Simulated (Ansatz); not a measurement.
Geometry optimisation, Ansatz, RKS PBE-D4/def2-SVP.

input.yaml

```yaml
crystal:
  periodic: [false, false, false]
  atoms:
    - { symbol: Hf, position_ang: [0.53412, -0.374093, -0.567896] }
    - { symbol: "N", position_ang: [-0.34279, -0.502748, 2.704105] }
    - { symbol: H, position_ang: [-1.112627, -1.084517, 3.05909] }
    - { symbol: H, position_ang: [-0.438593, 0.428015, 3.127844] }
    - { symbol: Cl, position_ang: [1.674103, -0.504568, -2.603946] }
    - { symbol: Cl, position_ang: [0.568463, 1.891984, 0.05967] }
    - { symbol: Cl, position_ang: [-1.566948, -1.394575, -0.853553] }
    - { symbol: P, position_ang: [2.028059, -1.710781, 1.051246] }
    - { symbol: H, position_ang: [0.978022, -2.697385, 1.156886] }
    - { symbol: H, position_ang: [2.773243, -2.449784, 0.061396] }
    - { symbol: H, position_ang: [0.547248, -0.909947, 3.065557] }
basis:
  gaussian: { orbitals: def2-SVP }
hamiltonian:
  xc: pbe
  dispersion: d4
relax:
  f_tol: 0.03
  max_steps: 50
```

Command:

```bash
$ ansatz run input.yaml --threads 4 --pin off --max-ram 5120MiB --backend cpu --events-out ev --progress --plain --runs-dir out
```

**Question.** Where does it end, and by what steps?

**Answer.** The forces met the threshold. The force dipped under the threshold on the way, but the program's further checks kept it going. After 18 steps the energy has fallen by 0.702 eV; H4 moved furthest, 0.91 Å. Joined: Hf1–N2 (3.39 → 2.42 Å).

| step | energy less start (eV) | largest force component (eV/Å) | accepted |
| --- | --- | --- | --- |
| 0 | 0.0000 | 0.561 | yes |
| 1 | -0.2223 | 0.506 | yes |
| 2 | -0.5068 | 0.363 | yes |
| 3 | -0.6116 | 0.822 | yes |
| 4 | -0.6517 | 0.450 | yes |
| 5 | -0.6685 | 0.171 | yes |
| 6 | -0.6749 | 0.154 | yes |
| 7 | -0.6822 | 0.130 | yes |
| 8 | -0.6885 | 0.151 | yes |
| 9 | -0.6907 | 0.132 | yes |
| 10 | -0.6990 | 0.029 | yes |
| 11 | -0.6985 | 0.222 | no |
| 12 | -0.7000 | 0.033 | yes |
| 13 | -0.7011 | 0.017 | yes |
| 14 | -0.6998 | 0.179 | no |
| 15 | -0.7016 | 0.039 | yes |
| 16 | -0.7017 | 0.033 | yes |
| 17 | -0.7018 | 0.034 | yes |
| 18 | -0.7019 | 0.018 | yes |

```xyz
11
Properties=species:S:1:pos:R:3
Hf 0.464 -0.313 -0.081
N -0.257 -0.472 2.228
H -0.656 -1.390 2.473
H -0.988 0.229 2.429
Cl 1.519 -0.354 -2.188
Cl 0.737 1.965 0.554
Cl -1.695 -1.207 -0.504
P 2.275 -1.910 0.937
H 1.383 -2.756 1.694
H 2.355 -2.811 -0.180
H 0.504 -0.290 2.900
```

Whether the end is a true minimum wasn't checked by a vibrational analysis.

Run time: 46 s on 4 threads of Arm Neoverse V2 (shared host), peak memory 0.22 GiB.
